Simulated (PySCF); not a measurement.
Job for PySCF: D3(BJ) and D4 dispersion corrections on H2O (SMILES O).

```python
from pyscf import gto
from pyscf.dispersion import dftd3, dftd4

mol = gto.M(
    atom='''
    O     0.29613357   -0.40781588   -0.45556961
    H     0.14804266   -0.30083152    0.49153528
    H     0.36417934    0.48595779   -0.80543527
    ''',
    basis='def2-svp',
    charge=0, spin=0, verbose=0, max_memory=1800)
d3, d4 = {}, {}
for xc in ['hf', 'pbe', 'blyp', 'revpbe', 'tpss', 'r2scan', 'b3lyp', 'pbe0', 'bhlyp', 'camb3lyp', 'b2plyp']:
    d3[xc] = float(dftd3.DFTD3Dispersion(mol, xc=xc, version='d3bj', atm=False).get_dispersion()['energy'])
    print(f'D3(BJ) {xc:10s} {d3[xc]:14.8f} Eh')
for xc in ['hf', 'pbe', 'blyp', 'revpbe', 'tpss', 'r2scan', 'b3lyp', 'pbe0', 'bhlyp', 'camb3lyp', 'b2plyp']:
    d4[xc] = float(dftd4.DFTD4Dispersion(mol, xc={'camb3lyp': 'cam-b3lyp'}.get(xc, xc), atm=True).get_dispersion()['energy'])
    print(f'D4     {xc:10s} {d4[xc]:14.8f} Eh')
```

The log:

```
D3(BJ) hf            -0.00450136 Eh
D3(BJ) pbe           -0.00035943 Eh
D3(BJ) blyp          -0.00071915 Eh
D3(BJ) revpbe        -0.00106185 Eh
D3(BJ) tpss          -0.00042042 Eh
D3(BJ) r2scan        -0.00008484 Eh
D3(BJ) b3lyp         -0.00057382 Eh
D3(BJ) pbe0          -0.00027686 Eh
D3(BJ) bhlyp         -0.00040941 Eh
D3(BJ) camb3lyp      -0.00021234 Eh
D3(BJ) b2plyp        -0.00023428 Eh
D4     hf            -0.00098347 Eh
D4     pbe           -0.00019585 Eh
D4     blyp          -0.00047302 Eh
D4     revpbe        -0.00094947 Eh
D4     tpss          -0.00026719 Eh
D4     r2scan        -0.00004687 Eh
D4     b3lyp         -0.00031036 Eh
D4     pbe0          -0.00015676 Eh
D4     bhlyp         -0.00018239 Eh
D4     camb3lyp      -0.00014976 Eh
D4     b2plyp        -0.00013386 Eh
```

The run finished.

Cost: around 0.04 core-seconds (rough).
